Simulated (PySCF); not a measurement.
**Which determinant of YO lies lowest?**

Unrestricted PBE0; PySCF, scalar-relativistic core potentials, basis sets Y def2-SVP with ECP28, O def2-SVP. Outer shells of the fragments: Y 4d1 5s2; O 2s2 2p4.

Followed along the bond (rough minima from three points):

```csv
2Ms+1,unpaired,⟨S²⟩ at the start,R at minimum (Å),Te (eV)
2,σ ↑,0.76,1.79,0.00
2,δ ↑,0.76,1.82,1.61
2,π ↑,0.76,2.04,2.58
4,"σ ↑, π ↑, δ ↑",3.75,2.08,3.15
```

Solutions found at the starting distance of 2.065 Å, counted from the lowest of them; the search is not exhaustive and high or unbound solutions are not listed, so other states can lie among these:

```csv
2Ms+1,unpaired,term,E (eV),⟨S²⟩,⟨Lz²⟩,μ (D)
2,σ ↑,²Σ⁺,0.00,0.76,0.00,-6.38
2,δ ↑,²Δ,1.34,0.76,4.00,-8.85
2,π ↑,²Π,1.54,0.76,1.04,-2.29
2,π ↑,²Π,1.80,0.76,1.00,-5.80
4,"σ ↑, π ↑, δ ↑",mixed,2.10,3.75,5.01,-3.57
4,"σ ↑, π ↑, δ ↑",mixed,2.10,3.75,5.01,-3.55
2,"σ ↑, π ↓, δ ↑",mixed,2.12,1.76,5.01,-3.53
4,"σ ↑, π ↑↑",mixed,2.64,3.75,2.01,-1.59
4,"σ ↑, π ↑↑",mixed,2.77,3.75,2.03,-1.60
4,"σ ↑↑, π ↑",⁴Π,3.21,3.75,1.04,1.49
```

A term symbol is given only where ⟨S²⟩ and ⟨Lz²⟩ are close to those of a pure state; real π, δ and φ orbitals otherwise mix terms. A positive dipole means Y(−)O(+).

Q: Compare the gap between the two lowest followed solutions at the starting distance with the gap between their minima.

A: At PBE0 the second solution (doublet, unpaired electrons δ ↑) lies +1.34 eV from the first (doublet, unpaired electrons σ ↑) at 2.065 Å and +1.61 eV at the minima; the two curves relax by different amounts, since their minima lie near 1.82 and 1.79 Å.

Spin–orbit coupling is left out. Counting both spins, an empty level lies below a filled one in some of these solutions, because spin and occupation are held. The state is the lowest single determinant that the PBE0 search found; with open d or f shells the true ground state can be another one.
